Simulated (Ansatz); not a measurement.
Two structures of Si₃N₃H₁₂, doublet, reached by relaxing down either side of one saddle point (PBE0-D4/def2-TZVP). Energies are electronic, without zero-point energy. Ansatz 0.2.0; basis: def2-TZVPP and def2-QZVPP; cores frozen in the correlated methods; orbitals are unrestricted. Extrapolation: Hartree–Fock as exp(−7.88 √X), correlation as X^−2.97. First:

```tsv
atom	x (Å)	y (Å)	z (Å)
Si1	0.2811	0.1418	1.0004
N2	-0.0051	0.3063	-0.6956
Si3	0.1380	-0.8912	-1.9295
N4	-0.7727	1.3249	1.7132
Si5	-2.2315	1.9479	1.0297
H6	-0.0977	-1.2566	1.3746
H7	3.2141	-1.1480	-0.3802
N8	2.4757	-1.6755	0.0690
H9	-0.0910	1.2601	-1.0212
H10	-0.2242	-2.2197	-1.3791
H11	1.4895	-0.9807	-2.5528
H12	-0.8079	-0.5365	-3.0250
H13	-0.5255	1.6684	2.6283
H14	-2.8675	2.8363	2.0402
H15	-3.1819	0.8662	0.6584
H16	-1.9819	2.7550	-0.1991
H17	2.4455	-2.5890	-0.3681
H18	2.7430	-1.8094	1.0365
```

Second:

| atom | x (Å) | y (Å) | z (Å) |
| --- | --- | --- | --- |
| Si1 | 1.5200 | -0.0943 | 1.5771 |
| N2 | 0.6136 | 0.2710 | -2.1598 |
| Si3 | -0.3207 | -1.1635 | -2.2793 |
| N4 | 0.6334 | 1.2872 | 1.0090 |
| Si5 | -1.1003 | 1.4238 | 1.0515 |
| H6 | 2.1824 | -0.8504 | 0.4700 |
| H7 | 0.6019 | 0.9430 | -2.9096 |
| N8 | 0.3394 | -1.1683 | 2.2144 |
| H9 | 0.7062 | 0.7225 | -1.2600 |
| H10 | 0.0368 | -2.0370 | -1.1311 |
| H11 | 0.0152 | -1.8410 | -3.5607 |
| H12 | -1.8051 | -0.9900 | -2.2588 |
| H13 | 1.1369 | 2.1614 | 0.9596 |
| H14 | -1.6629 | 1.2978 | 2.4247 |
| H15 | -1.7366 | 0.3965 | 0.1927 |
| H16 | -1.4341 | 2.7805 | 0.5406 |
| H17 | 0.4124 | -2.1573 | 2.0380 |
| H18 | -0.1383 | -0.9819 | 3.0814 |

(1) Which bonds change from the first to the second?

(2) Give the saddle point's structure and its height above each. (Judge from chemistry; the value comes from the calculation.)

The T1 diagnostic stays at or below 0.014. ⟨S²⟩ of the unrestricted Hartree–Fock references: 0.75 to 0.76 (a pure state has 0.75).

## Answers

(1) Si₃N₂H₉ ([SiH3][NH][SiH][NH][SiH3]) + NH₃ → Si₂N₂H₇ ([NH2][SiH][NH][SiH3]) + SiNH₅ ([NH2][SiH3]); bonds formed: Si1–N8, N2–H7; bonds broken: Si1–N2, H7–N8.

(2) By the calculation: 1.354 eV above the first and 1.207 eV above the second (CCSD(T) at an estimated basis limit (MP2 extrapolated from triple and quadruple zeta, plus CCSD(T) − MP2 in triple zeta)).
Si1  (0.722, 0.139, 0.824)
N2  (1.073, -0.040, -1.046)
Si3  (-0.152, -0.752, -2.092)
N4  (-0.484, 1.445, 0.882)
Si5  (-2.146, 1.215, 1.286)
H6  (-0.250, -0.988, 1.028)
H7  (1.903, -0.776, -0.536)
N8  (2.239, -1.134, 0.758)
H9  (1.484, 0.803, -1.434)
H10  (-1.408, 0.036, -2.063)
H11  (-0.393, -2.128, -1.598)
H12  (0.369, -0.793, -3.484)
H13  (-0.128, 2.380, 1.013)
H14  (-2.358, 0.597, 2.626)
H15  (-2.815, 0.329, 0.296)
H16  (-2.830, 2.540, 1.286)
H17  (2.059, -2.067, 1.112)
H18  (3.115, -0.805, 1.141)
(Å)

Labels in which every atom is bracketed show which atoms are joined, not bond orders.

For scale, one of the runs: CCSD(T)/def2-TZVPP, 387 basis functions, launched by `ansatz run in.yaml --threads 4 --pin off --events-out ev --progress --plain --max-ram 41984MiB --backend cuda --devices 0, --max-vram 37GiB`. The run took 43 s on 4 CPU threads of an AMD EPYC 7R13 and a share of one NVIDIA H100 (shared host), with 1.6 GiB of host memory at its peak.
